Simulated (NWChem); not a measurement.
Species: CH$_{4}$OSn, singlet; SMILES [CH3][Sn][OH]

```xyz
7

Sn     0.3868     0.0744     0.0000
C     -0.8905    -1.7054     0.0000
H     -0.6955    -2.3274    -0.8893
H     -1.9423    -1.3825     0.0000
H     -0.6955    -2.3274     0.8893
O     -1.2126     1.2911     0.0000
H     -0.9632     2.2229     0.0000
```
Atoms are numbered in this order, from 1.

Computed with NWChem. Low-valent species are run as closed-shell singlets; no triplet was tried in these runs. All runs use the structure optimised with PBE0/def2-SVP. def2 effective core potentials on Sn; no spin-orbit coupling.

**Question.** Estimate the computed values for PW6B95/def2-SVP. Quantities: highest occupied level (eV); orbital gap (eV); dipole (D).

**Answer.** The highest occupied level (eV) is -6.25 and the orbital gap (eV) is 4.30. The dipole (D) is 1.57.
